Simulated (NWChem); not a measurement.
System: C2H4Cl2Si; SMILES C=C(Cl)[SiH2]Cl

NWChem input:

```
start job
memory heap 200 mb stack 900 mb global 1100 mb
geometry units angstroms
  C     -1.824811    -1.374940    -0.559240
  C     -0.953860    -0.383974    -0.467022
  Cl    -1.522920     1.223140    -0.116524
  Si     0.929696    -0.489476    -0.669380
  Cl     1.777625    -0.099015     1.106024
  H     -1.483308    -2.371731    -0.777000
  H     -2.885546    -1.239518    -0.425795
  H      1.269700    -1.847669    -1.082277
  H      1.345805     0.517504    -1.638508
end
basis spherical
  * library def2-svp
end
dft
  xc xpbe96 cpbe96
  disp vdw 4
  iterations 150
end
driver
  maxiter 120
end
task dft optimize
task dft freq
```

The level has its own optimisation; frequencies are unscaled.

Q: Predict the main results of this run. (PBE-D3(BJ)/def2-SVP.) Quantities: r C–C (Å); r C–H (Å); r C–Cl (Å); r C–Si (Å); highest harmonic frequency (cm⁻¹); lowest (cm⁻¹); zero-point energy (kcal/mol); dipole (D).

A: The r C–C (Å) is 1.347. The r C–H (Å) is 1.102 and the r C–Cl (Å) comes out as 1.755. The r C–Si (Å) is 1.882, the highest harmonic frequency (cm⁻¹) comes out as 3176 and the lowest (cm⁻¹) is 52. The zero-point energy (kcal/mol) is 31.7 and the dipole (D) comes out as 1.96.
